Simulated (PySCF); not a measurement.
SMILES C[Si](Cl)(CCC)Cl at its GFN2-xTB optimised geometry (Å):

```
17

C     -1.8012    -1.5192    -4.0094
C     -1.1519    -0.7727    -2.8506
C     -1.5594    -1.3694    -1.5017
Si    -0.8195    -0.4561     0.0000
C      1.0823    -0.4561     0.0000
Cl    -1.4771     1.4672     0.0000
Cl    -1.4799    -1.3602     1.6997
H     -1.5089    -2.5672    -4.0002
H     -1.4986    -1.0866    -4.9601
H     -2.8854    -1.4658    -3.9379
H     -1.4452     0.2778    -2.8871
H     -0.0665    -0.8175    -2.9564
H     -1.2612    -2.4194    -1.4783
H     -2.6502    -1.3614    -1.4344
H      1.4771    -1.4672    -0.0350
H      1.4756     0.0838    -0.8561
H      1.4762     0.0184     0.8951
```

Level of theory: B3LYP/def2-SVP in PySCF. Cells within 0.4 Å of a nucleus heavier than hydrogen are left out (blank, or x).

Map of the electron localisation function on the plane z = 1.5 Å:

```
|0000000000000000000000000000000|
|0000000000000000000000000000000|
|0000000000000000000000000000000|
|0000000111110000000000000000000|
|0000012233321100000000000000000|
|0000123444443200000000000000000|
|0001234555554310000000000000000|
|0001345566654310000000000000000|
|0002345666654310000000000000000|
|0002345666554210000001110000000|
|0001234455443100000035653100000|
|0000012222211000000378987410000|
|0000000000000000001699999740000|
|0000000000000000003899999961000|
|0000000000100000004999999972000|
|0000122333322100004899999962000|
|0013455666654210003899999851000|
|0135677888776420001589998630000|
|0356788877887531000257775210000|
|1357888611378641000012221000000|
|14678981xx058752000000000000000|
|14678970xxx48763000000000000000|
|14678982xx178863100000000000000|
|1357889843788864100000000000000|
|0246788998988763000000000000000|
|0135678888887653000000000000000|
|0024567788776642000000000000000|
|0002355666665420000000000000000|
|0000134455543210000000000000000|
|0000011223221000000000000000000|
|0000000000000000000000000000000|
```
Scale: ten equal steps from 0.000 (start of '0') to 0.993 (end of '9'), in the order '0123456789'; x runs from -3.50 to 3.50, y from -3.50 (bottom) to 3.50 (top).
